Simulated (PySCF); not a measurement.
Checking a proposed structure

A compound C₅H₉NO₂Si gives the data below (simulated from a calculation) and was assigned the structure `CO[SiH2]/C=C(\C#N)OC`.

¹³C{¹H} NMR (computed): δ 133.8 (C), 126.6 (CH), 118.7 (C), 50.3 (CH3), 17.3 (CH3).

¹H NMR (600 MHz, computed): δ 5.33 (q, 1H), 4.95 (s, 2H), 3.87 (s, 3H), 2.10 (d, 3H).

How the numbers were obtained: NMR shieldings at PBE0/pcSseg-1/GIAO, coordinates at the GFN2-xTB level, in PySCF 2.14 (relativity neglected, rapidly exchanging positions averaged, one computed conformer, no solvent).

Shifts are taken against calculated references (same method and geometry level): ¹H and ¹³C vs TMS.

Question: Compare with the shifts computed for the proposed structure, pairing carbons in order of shift.

Answer: Atoms are numbered as in `[CH3:1][O:2][SiH2:3]/[CH:4]=[C:5](\[C:6]#[N:7])[O:8][CH3:9]`. Each H is labelled by its parent atom.

```csv
atom,computed for proposal,given list,difference
C5,153.1,133.8,+19.3
C6,119.8,126.6,-6.8
C4,109.4,118.7,-9.3
C9,55.6,50.3,+5.3
C1,53.8,17.3,+36.5
```

The rms difference is 19.3 ppm and the largest +36.5 ppm at C1 (methyl carbon bonded to O). The carbon types in order of shift don't match either: C, C, CH, CH3, CH3 for the proposal against C, CH, C, CH3, CH3 in the data. The proposal doesn't fit.

Question: Which isomer fits?

Answer: `C/C=C(\C#N)O[SiH2]OC`.

Carbon types of the structure: 2 × C, 1 × CH, 2 × CH3, leaving 2 H on heteroatoms. δC 133.8: alkene carbon bearing oxygen; the olefinic region. δC 126.6: β carbon of an enol-ether or enamine type C=C. δC 118.7: nitrile carbon; this is the usual window of a C≡N carbon, which has no attached hydrogen. δH 3.87: hydrogen on a methyl carbon bonded to O; its carbon carries O, which withdraws density.

The shifts were computed for this structure.

Shifts are as computed. Against solution values, carbons near 30 ppm lie about +3 ppm off and those near 130 ppm about +5 ppm. Of 1309 compounds with measured shifts, 239 miss one by over three times the rms of a fit or turn the order of signals round; such compounds aren't used in these exercises. Multiplicities follow the n + 1 count of equivalent neighbours, as no J values were calculated; m marks all less simple cases, F and P coupling included.
